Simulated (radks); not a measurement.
Values are calculated unless marked as measured or tabulated.
Initial-state core-level shifts of neutral sulfur when its valence configuration changes from [Ne] 3s2 3p4. Level of theory: non-relativistic Kohn-Sham, PBEsol, spin-polarised, spherical densities, point nucleus; open shells are filled with parallel spins first (a radial shooting solver on a logarithmic mesh with Libxc functionals). Shifts are changes of the shell-averaged eigenvalues in eV (positive: less bound); the change of the density at the nucleus, which sets a Mossbauer isomer shift, is in e/bohr^3, on a base of 2666.

| valence | 1s | 2s | 2p | density at nucleus |
|---|---|---|---|---|
| 3p6 | -2.968 | -2.918 | -2.888 | -17.7006 |
| 3s1 3p5 | -1.494 | -1.474 | -1.459 | -8.5423 |
| 3s1.5 3p4.5 | -0.747 | -0.738 | -0.730 | -4.2649 |
| 3s0.5 3p5.5 | -2.276 | -2.235 | -2.213 | -13.1044 |
